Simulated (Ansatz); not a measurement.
Molecule: CBrClF (charge 0, doublet). It need not be the lowest isomer of its formula. SMILES: F[C](Cl)Br
Geometry: optimised at B3LYP-D3(BJ)/def2-TZVP (Ansatz, a quantum-chemistry and plane-wave program).

Quantity: atomisation energy (electronic, to ground-state atoms), in eV. Valence correlation only, unless marked. UHF or UKS for open shells. Spin-orbit coupling is left out. The frozen core is the preceding noble-gas configuration, with the filled d and f shells of earlier blocks. Non-relativistic. The coupled-cluster limit lacks core correlation, which all-electron functionals hold. CBS(X,Y): correlation extrapolated as X^-3; Hartree-Fock from the larger set. The bracket is a focal-point correction in the basis named.

```
level              program  atomisation energy (eV)
-----------------  -------  -----------------------
revPBE/def2-TZVPD   Ansatz                    11.63
```

**Question.** What does RI-MP2/CBS(def2-TZVPP,def2-QZVPP)+[CCSD(T)-MP2]/def2-TZVPP (Ansatz) give?

**Answer.** 11.29 eV, so revPBE/def2-TZVPD differs from it by 0.34 eV.
